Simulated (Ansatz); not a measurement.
Ideal-gas functions of C$_{2}$H$_{2}$F$_{3}$I (`FC(F)(F)CI`) at 500 K and 1 bar, from an Ansatz frequency run at PBE0-D4/def2-TZVP.

Molar mass 209.94 g/mol, point group Cs (symmetry number 1), electronic degeneracy 1, moments of inertia 94.576, 578.581, 581.591 u Å². Harmonic wavenumbers (cm⁻¹, unscaled): 84, 135, 292, 352, 518, 536, 635, 688, 835, 863, 1076, 1142, 1241, 1297, 1317, 1454, 3134, 3206.

Use S(trans) = R[1.5 ln M + 2.5 ln T − 1.1517]; rotational temperatures θ = 24.2544 K / I; S(rot) = R[ln(√π/σ · √(T³/θAθBθC)) + 1.5]; for each mode x = 1.438777 ν̃/T, S = R[x/(eˣ − 1) − ln(1 − e⁻ˣ)] and H = RT x/(eˣ − 1); 1 cm⁻¹ = 0.0119627 kJ/mol; R = 8.31446 J/(mol·K).

Problem. By hand: the entropy, in J/(mol·K).

Solution. Translation 186.3. Rotation: θ = 0.2565, 0.0419, 0.0417 K, giving 126.8. Vibration, mode by mode: 20.14, 16.23, 10.00, 8.55, 5.72, 5.49, 4.37, 3.87, 2.78, 2.60, 1.60, 1.38, 1.10, 0.96, 0.92, 0.67, 0.01, 0.01, in all 86.4. Electronic 0.0. Sum 399.5 J/(mol·K).

Problem. By hand: H − E and G − E in kJ/mol, counted from the electronic energy.

Solution. Zero-point energy ½ × 18805 × 0.0119627 = 112.5; thermal vibration 23.0; translation, rotation and pV give 4 RT = 16.6. H − E = 152.1 kJ/mol, and G − E = 152.1 − 500 × 399.5/1000 = -47.7 kJ/mol.

Vibration gives 22 % of the entropy, 36.4 J/(mol·K) of it from the modes under 150 cm⁻¹: soft modes count most, and the harmonic formula is weakest for them.
